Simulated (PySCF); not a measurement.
# Excitation energy of Re by level of theory

Re [Xe] 4f14 5d5 6s2 (6S) → Re [Xe] 4f14 5d7 (4F), as a difference of total energies. Calculation: PySCF 2.14, in aug-cc-pwCVDZ-PP with ECP60MDF (6s6p5d3f, 70 functions); a scalar-relativistic core potential. Correlated levels: valence: 5s2 5p6 frozen; valence and next inner shell: nothing frozen outside the core potential. The calculations carry no spin-orbit coupling.

```tsv
method	excitation energy (eV)
UHF	5.930
LDA	4.665
PBE	4.430
PBE0	4.596
r2SCAN	4.984
MN15	4.747
r2SCANh	5.011
LC-wPBE	4.534
M06-L	4.664
MP2 (valence)	5.156
SCS-MP2 (valence)	4.704
MP2 (valence and next inner shell)	5.541
SCS-MP2 (valence and next inner shell)	5.285
```

Q: How much does correlation contribute at MP2 (valence and next inner shell)?

A: 5.541 − (5.930) = -0.389 eV, measured against UHF.
